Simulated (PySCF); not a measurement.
Si(Me)2(NH2)(NMe2), SMILES CN(C)[Si](C)(N)C, singlet (GFN2-xTB optimised geometry):

```
21

C     -1.320    -0.055    -2.586
N     -1.073    -0.683    -1.313
C     -0.963    -2.116    -1.434
Si    -0.309     0.143     0.000
C      1.601     0.143     0.000
C     -0.932     1.946     0.000
N     -0.766    -0.798     1.385
H     -1.435     1.017    -2.456
H     -0.503    -0.236    -3.298
H     -2.240    -0.455    -3.023
H     -0.138    -2.406    -2.097
H     -0.790    -2.545    -0.452
H     -1.890    -2.526    -1.847
H      1.996     0.582    -0.912
H      2.007     0.708     0.834
H      1.987    -0.869     0.072
H     -2.007     2.000    -0.142
H     -0.463     2.545    -0.774
H     -0.705     2.418     0.951
H     -1.748    -0.957     1.540
H     -0.314    -0.592     2.260
```

Computed with PBE0/def2-SVP in PySCF.

Q: What are the frontier orbital energies and the dipole moment?

A: HOMO-2 -8.55 eV, HOMO-1 -6.89 eV, HOMO -5.89 eV, LUMO 1.53 eV, LUMO+1 2.25 eV; dipole moment 0.74 D.

On the same geometry PBE/def2-SVP (PySCF 2.14.0) gives HOMO-2 -7.12 eV, HOMO-1 -5.40 eV, HOMO -4.53 eV, LUMO 0.69 eV, LUMO+1 1.34 eV; dipole moment 0.78 D.

Meta-Löwdin charges at PBE0/def2-SVP: C1 -0.19, N2 -0.44, C3 -0.19, Si4 1.05, C5 -0.58, C6 -0.58, N7 -0.70, H8 0.10, H9 0.08, H10 0.09, H11 0.07, H12 0.11, H13 0.09, H14 0.11, H15 0.11, H16 0.11, H17 0.11, H18 0.11, H19 0.11, H20 0.21, H21 0.21.
